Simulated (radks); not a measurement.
Results of a calculation; reference values are marked as such.
Task: All-electron atom: Ir10+ in [Kr] 4d10 4f14 5s2 5p5 (the NIST ground configuration). Code: a radial shooting solver on a logarithmic mesh with Libxc functionals. Model: Dirac Kohn-Sham, BLYP, spin-unpolarised, spherical densities, finite nucleus; open shells fill j = l - 1/2 first; Fermi nuclear charge, rms radius 5.4032 fm. Some entries of the table are withheld. Estimate them.

orbital  occ.  eigenvalue (hartree)  <1/r> (bohr^-1)
1s1/2       2             -2798.829            92.14
2s1/2       2             -494.4073            22.56
2p1/2       2                   (1)            22.53
2p3/2       4                   (2)            18.59
3s1/2       2             -120.2993            8.284
3p1/2       2                   (3)            8.201
3p3/2       4                   (4)            7.177
3d3/2       4             -82.68199            7.074
3d5/2       6             -79.84816            6.837
4s1/2       2             -30.42390            3.497
4p1/2       2             -26.55036            3.389
4p3/2       4             -23.44495            3.033
4d3/2       4             -17.07978              (5)
4d5/2       6             -16.50192              (6)
5s1/2       2              -9.37712            1.459
4f5/2       6              -8.38188            2.361
4f7/2       8              -8.26441            2.329
5p1/2       2              -8.07587              (7)
5p3/2       3              -7.47292              (8)
5d3/2       0              -5.53622            1.059
5d5/2       0              -5.44446            1.037
6s1/2       0              -4.44202           0.7367

Result: 
(1) 2p1/2 eigenvalue (hartree): -474.0286
(2) 2p3/2 eigenvalue (hartree): -414.1973
(3) 3p1/2 eigenvalue (hartree): -111.1371
(4) 3p3/2 eigenvalue (hartree): -98.03191
(5) 4d3/2 <1/r> (bohr^-1): 2.828
(6) 4d5/2 <1/r> (bohr^-1): 2.745
(7) 5p1/2 <1/r> (bohr^-1): 1.358
(8) 5p3/2 <1/r> (bohr^-1): 1.248
